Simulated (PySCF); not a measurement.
# Correlation energy of Br⁺ (bromine, charge +1)

[Ar] 3d10 4s2 4p4, high-spin 3P determinant. Computed with PySCF 2.14 in x2c-TZVPall (6s5p4d1f, 48 functions), with scalar relativity by spin-free X2C-1e. Frozen: [Ar] 3d10; 6 electrons correlated.

MP2 pair energies summed by pair of shells (mhartree):

```
 pair  energy  share (%)
4s-4p  -48.21       46.3
4p-4p  -47.49       45.7
4s-4s   -8.32        8.0
```

Total MP2 correlation energy: -104.02 mhartree.

Same-spin part -23.47 and opposite-spin part -80.55 mhartree; SCS-MP2 scales them by 1/3 and 6/5 to -104.49 mhartree.

```csv
level,correlation energy (mhartree)
CCSD,-123.12
(T),-3.23
CCSD(T),-126.35
```

Diagnostics: T1 = 0.0070, D1 = 0.0221, largest double amplitude 0.045.

**Question.** Is a single reference adequate?

**Answer.** Yes, within this model without spin-orbit coupling: T1 lies below 0.03 and no double amplitude reaches 0.07.
